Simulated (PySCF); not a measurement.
## BiS₂ at several levels of theory

All levels use the PBE0 minimum (doublet; Bi–S 2.361 Å (×2); S–Bi–S 84.4°), basis [Bi def2-TZVP with ECP60, S def2-TZVP], scalar-relativistic core potentials, density fitting, no spin–orbit coupling, PySCF. For vertical energies the ionised species is a triplet (spins chosen at PBE0 and kept) and the electron-attached one a singlet. Atomisation goes to high-spin ground-configuration atoms, without zero-point energy. Open shells are unrestricted, also as the reference of the correlated levels. A dash marks a value that was not computed or is not defined at that level.

```tsv
level	atomisation (kJ/mol)	vertical IP (eV)	vertical EA (eV)	−ε(HOMO) (eV)	dipole (D)
PBE0	560	8.72	2.26	6.87	4.24
HF	?	?	?	?	?
MP2	520	9.12	2.38	–	–
PBE	642	8.70	2.13	5.87	3.88
r2SCAN	583	8.75	2.21	6.10	4.08
B3LYP	?	?	?	?	?
TPSSh	581	–	–	6.35	4.14
```

Problem. Fill in the row of B3LYP.

Solution. atomisation (kJ/mol) 559, vertical IP (eV) 8.74, vertical EA (eV) 2.25, −ε(HOMO) (eV) 6.65, dipole (D) 4.15.

Problem. Fill in the row of HF.

Solution. atomisation (kJ/mol) 106, vertical IP (eV) 7.29, vertical EA (eV) 1.56, −ε(HOMO) (eV) 8.28, dipole (D) 5.10.

Spin contamination in at least one species weakens the values at: HF, MP2.

Without diffuse functions attachment energies tend to come out too low.

With an element this heavy the missing spin–orbit coupling can shift these numbers.
